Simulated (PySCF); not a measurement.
PySCF input (BP86/def2-SVP):

```python
from pyscf import gto, dft

mol = gto.M(
    atom='''
    Br   -0.00000000   -0.00000000   -1.76654860
    B     0.00000000    0.00000000    0.00000000
    Br    0.00000000    0.00000000    1.76654860
    ''',
    basis='def2-svp',
    charge=1,
    spin=0,
    verbose=4,
)

mf = dft.RKS(mol, xc='bp86')
mf.grids.level = 3
mf.conv_tol = 1e-9
mf.max_cycle = 100
mf.max_memory = 1500
mf.kernel()
if not mf.converged:
    mf = mf.newton()
    mf.kernel(mf.make_rdm1())
mf.dip_moment()
```

Output:

```
PySCF version 2.14.0

[INPUT] verbose = 4
[INPUT] num. atoms = 3
[INPUT] num. electrons = 74
[INPUT] charge = 1
[INPUT] spin (= nelec alpha-beta = 2S) = 0
[INPUT] symmetry False subgroup None
[INPUT] Mole.unit = angstrom
[INPUT] Symbol           X                Y                Z      unit          X                Y                Z       unit  Magmom
[INPUT]  1 Br     0.000000000000   0.000000000000  -1.766548600000 AA    0.000000000000   0.000000000000  -3.338293039734 Bohr   0.0
[INPUT]  2 B      0.000000000000   0.000000000000   0.000000000000 AA    0.000000000000   0.000000000000   0.000000000000 Bohr   0.0
[INPUT]  3 Br     0.000000000000   0.000000000000   1.766548600000 AA    0.000000000000   0.000000000000   3.338293039734 Bohr   0.0

nuclear repulsion = 288.321003741703
number of shells = 30
number of NR pGTOs = 172
number of NR cGTOs = 78
basis = def2-svp
ecp = {}

******** <class 'pyscf.dft.rks.RKS'> ********
method = RKS
initial guess = minao
damping factor = 0
level_shift factor = 0
DIIS = <class 'pyscf.scf.diis.CDIIS'>
diis_start_cycle = 1
diis_space = 8
diis_damp = 0
SCF conv_tol = 1e-09
SCF conv_tol_grad = None
SCF max_cycles = 100
direct_scf = True
direct_scf_tol = 1e-13
XC library pyscf.dft.libxc version 7.1.2
    S. Lehtola, C. Steigemann, M. J. T. Oliveira, and M. A. L. Marques,  SoftwareX 7, 1–5 (2018)
XC functionals = bp86
    A. D. Becke,  Phys. Rev. A 38, 3098 (1988)
    J. P. Perdew,  Phys. Rev. B 33, 8822 (1986)
    J. P. Perdew,  Phys. Rev. B 34, 7406–7406 (1986)
radial grids:
    Treutler-Ahlrichs [JCP 102, 346 (1995); DOI:10.1063/1.469408] (M4) radial grids

becke partition: Becke, JCP 88, 2547 (1988); DOI:10.1063/1.454033
pruning grids: <function nwchem_prune>
grids dens level: 3
symmetrized grids: False
atomic radii adjust function: <function treutler_atomic_radii_adjust>
small_rho_cutoff = 0
Set gradient conv threshold to 3.16228e-05
Initial guess from minao.
tot grids = 54896
init E= -5171.4010278694
  HOMO = -0.317849840449644  LUMO = -0.10784963356153  gap/eV = 5.71440
cycle= 1 E= -5172.77340363864  delta_E= -1.37  |g|= 0.32  |ddm|= 2.42
  HOMO = -0.549602884808642  LUMO = -0.378470086487847  gap/eV = 4.65676
cycle= 2 E= -5172.737566629  delta_E= 0.0358  |g|= 0.436  |ddm|= 0.797
  HOMO = -0.539262614203896  LUMO = -0.329247497920375  gap/eV = 5.71480
cycle= 3 E= -5172.7766722466  delta_E= -0.0391  |g|= 0.236  |ddm|= 0.633
  HOMO = -0.532306903914068  LUMO = -0.337665423141058  gap/eV = 5.29646
cycle= 4 E= -5172.79158876114  delta_E= -0.0149  |g|= 0.0125  |ddm|= 0.251
  HOMO = -0.53101983131358  LUMO = -0.33541303389231  gap/eV = 5.32273
cycle= 5 E= -5172.79163764389  delta_E= -4.89e-05  |g|= 0.00159  |ddm|= 0.0164
  HOMO = -0.531080631690336  LUMO = -0.335477232358963  gap/eV = 5.32264
cycle= 6 E= -5172.7916384368  delta_E= -7.93e-07  |g|= 0.000197  |ddm|= 0.00202
  HOMO = -0.531108893493575  LUMO = -0.335488090654927  gap/eV = 5.32311
cycle= 7 E= -5172.7916384466  delta_E= -9.8e-09  |g|= 3.97e-05  |ddm|= 0.000308
  HOMO = -0.531101023321594  LUMO = -0.335481030357209  gap/eV = 5.32309
cycle= 8 E= -5172.79163844706  delta_E= -4.68e-10  |g|= 3.81e-06  |ddm|= 7.08e-05
  HOMO = -0.531101138436304  LUMO = -0.335480129335628  gap/eV = 5.32312
Extra cycle  E= -5172.79163844704  delta_E= 1.91e-11  |g|= 1.04e-05  |ddm|= 1.52e-05
converged SCF energy = -5172.79163844704

WARN: System has nonzero charge 1; the dipole moment is origin-dependent.
Location of origin: [0. 0. 0.]

Dipole moment(X, Y, Z, Debye):  0.00000, -0.00000, -0.00000
```

The dipole moment of an ion depends on the origin.
